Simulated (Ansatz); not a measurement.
The cluster Ag₂O⁻ was relaxed with PBE-D4 (def2-TZVPD) in Ansatz in these states: charge -1 doublet, charge -1 quartet. The geometries follow in no particular order.

In the def2 sets Ag takes a core potential; there is no spin–orbit coupling.

A:

```xyz
3

Ag    0.772    0.539   -1.184
Ag   -1.409   -0.329    0.443
O     0.636   -0.210    0.741
```

B:

```xyz
3

Ag    1.437    0.187   -0.774
Ag   -1.456   -0.761   -0.016
O     0.019    0.573    0.790
```

**Question.** Judge from the bond lengths which geometry belongs to which state (an estimate).

**Answer.** A is the charge -1 doublet (Ag1–Ag2 2.856 Å, Ag1–O3 2.070 Å, Ag2–O3 2.070 Å); B is the charge -1 quartet (Ag1–Ag2 3.137 Å, Ag1–O3 2.146 Å, Ag2–O3 2.146 Å).

At PBE-D4/def2-TZVPD the highest occupied level of the charge -1 doublet lies above zero (up to 0.69 eV). By energy differences its removal costs 1.52 eV (vertical, to the charge 0 singlet, at PBE-D4/def2-TZVPD); a positive level beside a positive removal energy at the same level points to self-interaction error. At PBE-D4/def2-TZVPD the highest occupied level of the charge -1 quartet lies above zero (up to 0.77 eV). It is a level of α spin, whose loss leaves a triplet; that state wasn't run at this geometry and level. The electron is either unbound and held by the finite basis, or the level is raised by self-interaction error. At PBE0-D4/def2-TZVPD a doublet lies 0.80 eV below the charge -1 quartet. These are the stationary points nearest to one start from a short search; other shapes may lie lower in each state.
